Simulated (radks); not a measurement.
The numbers below are computed, except where a source is named.
Polarisability of the arsenic ion As3+, [Ar] 3d10 4s2, at imaginary frequency. Code: a radial shooting solver on a logarithmic mesh with Libxc functionals. Model: scalar-relativistic Kohn-Sham, LDA (Slater exchange, VWN5 correlation), spin-polarised, spherical densities, finite nucleus; Fermi nuclear charge, rms radius 4.0968 fm. Response by self-consistent Sternheimer equations with the Hartree and adiabatic LDA kernel, the relativistic mass of each level held fixed and spin-orbit coupling left out.

| w (hartree) | alpha1(iw) (bohr^3) | alpha2(iw) (bohr^5) |
|---|---|---|
| 0.00266 | 6.521 | 14.04 |
| 0.0143 | 6.517 | 14.03 |
| 0.0360 | 6.495 | 14.02 |
| 0.0697 | 6.423 | 13.97 |
| 0.118 | 6.246 | 13.85 |
| 0.186 | 5.883 | 13.58 |
| 0.280 | 5.247 | 13.04 |
| 0.413 | 4.313 | 12.04 |
| 0.605 | 3.205 | 10.37 |
| 0.892 | 2.161 | 7.991 |
| 1.35 | 1.357 | 5.258 |
| 2.12 | 0.8110 | 2.868 |
| 3.59 | 0.4488 | 1.281 |
| 6.94 | 0.2016 | 0.4435 |
| 17.5 | 0.05201 | 0.09027 |

Static values: alpha1 = 6.521 bohr^3 (0.9664 angstrom^3; uncoupled 11.13), alpha2 = 14.04 bohr^5, alpha3 = 56.62 bohr^7. C6 = 20.29, C8 = 274.1, triple-dipole C9 = 92.57 atomic units. One-pole (London) frequency 4 C6 / (3 alpha1^2) = 0.636 hartree, against 1.649 for minus the highest occupied eigenvalue.
